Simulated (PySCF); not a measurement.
**Relaxation of triplet Sr3**

Computed with PySCF, UPBE0, basis Sr def2-TZVP with ECP28 (scalar-relativistic core potentials, no spin–orbit coupling, density fitting). A (50,194) grid was used.

A start at or just off a symmetric point, pushed along the force that breaks its symmetry, of C2v symmetry, free to break it:

Coordinates in bohr (charge 0 multiplicity 3):
```
Sr    0.0001    4.3626    0.0000
Sr    3.7177   -2.1813    0.0000
Sr   -3.7178   -2.1812    0.0000
```

Optimiser trace:
| step | E − E(last) (kJ/mol) | largest gradient (Eh/bohr) |
| --- | --- | --- |
| 0 | 2.90 | 0.00394 |
| 1 | 2.05 | 0.00335 |
| 2 | 0.05 | 0.00063 |
| 3 | 0.04 | 0.00052 |
| 4 | 0.01 | 0.00035 |
| 5 | 0.00 | 0.00011 |
| 6 | 0.00 | 0.00003 |

It ends at C2v with Sr–Sr 3.785 Å, Sr–Sr 4.095 Å (×2); Sr–Sr–Sr 55.1°, Sr–Sr–Sr 62.5° (×2) (after a last refinement on a finer grid). A frequency run shows a minimum.

Final geometry:
```xyz
3
charge 0 multiplicity 3, angstrom
Sr    0.0000    2.4209    0.0000
Sr    1.8924   -1.2105    0.0000
Sr   -1.8925   -1.2104    0.0000
```

At this level a singlet minimum of D3h symmetry lies 54 kJ/mol below this structure.

The relaxation took 16 s on 2 threads of a shared Arm Neoverse V1 host, with 99 basis functions and 7 gradients. Launch command: `OMP_NUM_THREADS=2 python axn.py task.json out`.
